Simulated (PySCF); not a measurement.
C₆ coefficients of unlike pairs at HSE06

Calculated with PySCF 2.14 from the dipole response of each species, C₆(A,B) = (3/π) ∫ α_A(iu) α_B(iu) du, in atomic units, from isotropic polarisabilities. For ions this is the dispersion term alone; charge-induced terms of lower order in 1/R come first.

| species | configuration | basis | relativity | α (bohr³) | C₆ (like pair) |
| --- | --- | --- | --- | --- | --- |
| Tl²⁺ | [Xe] 4f14 5d10 6s1 (2S) | aug-cc-pwCVTZ-PP with ECP60MDF (8s7p6d4f1g) | core potential | 12.47 | 79.45 |
| Mg | [Ne] 3s2 (1S) | dyall-acv3z (20s13p7d4f) | none | 74.45 | 666.9 |
| La⁺ | [Xe] 5d2 (3F) | def2-QZVPPD with the def2 core potential (46 electrons) (7s5p4d3f2g) | core potential | 49.54 | 419.5 |
| Zr³⁺ | [Kr] 4d1 (2D) | def2-QZVPPD with the def2 core potential (28 electrons) (7s5p4d3f2g) | core potential | 5.610 | 22.86 |

Problem. Estimate C₆ for Zr³⁺ with La⁺.

Solution. The integral gives 86.10. The combination rule 2 C_A C_B / (C_A α_B/α_A + C_B α_A/α_B) gives 76.91 and the geometric mean 97.93.

No spin-orbit coupling is included.

The other pairs:

```json
{"pair": "Mg, Tl²⁺", "C₆": "178.1"}
{"pair": "Zr³⁺, Mg", "C₆": "86.51"}
{"pair": "Zr³⁺, Tl²⁺", "C₆": "42.30"}
{"pair": "La⁺, Mg", "C₆": "503.5"}
{"pair": "La⁺, Tl²⁺", "C₆": "168.8"}
```
